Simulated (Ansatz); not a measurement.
`C[SiH2][GeH2][Cl]` + BH₃ → `[BH2][GeH2][SiH2]C` + HCl  (formal exchange of groups at a Ge–Cl bond)

Computed with Ansatz on PBE0-D4/def2-TZVP structures; ΔE is electronic, products minus reactants. CBS: MP2 limit from def2 TZ/QZ plus the TZ coupled-cluster correction, frozen cores. This one scheme is used for every species. DFT in def2-TZVPP. For Ge outer-core shells are correlated without core-valence functions, which leaves a few kJ/mol of doubt a bond. Scalar relativity is left out up to krypton. Each species was taken in one conformer, which may not be the lowest.

CCSD(T)/CBS gives +69.8 kJ/mol.

Task: Another level gave +62.3 kJ/mol. Which?
A. BHLYP-D4/def2-TZVPP
B. PBE-D4/def2-TZVPP
C. ωB97X-V/def2-TZVPP
D. r2SCAN0/def2-TZVPP

Result: B. PBE-D4 62.3, r2SCAN0 73.9, BHLYP-D4 87.5, ωB97X-V 79.1 kJ/mol.

Largest T1 diagnostic among the species: 0.012.

From BLYP to BHLYP (50 % exact exchange), in def2-TZVPP and without D4, ΔE moves by +12.9 kJ/mol. Leaving LDA and LC-ωPBE aside and taking each functional with its dispersion term where it has one, the values spread over 25.1 kJ/mol, from PBE-D4 to BHLYP-D4. LDA lies −11.4 kJ/mol from PBE without D4. In def2-TZVPP, CCSD(T) changes the Hartree–Fock value by −32.2 kJ/mol (the triples alone add −2.4 kJ/mol) and MP2 by −25.5 kJ/mol.

CCSD(T)/CBS has its own doubt, a few kJ/mol and more with outer-core shells, so smaller differences from it don't rank the levels.
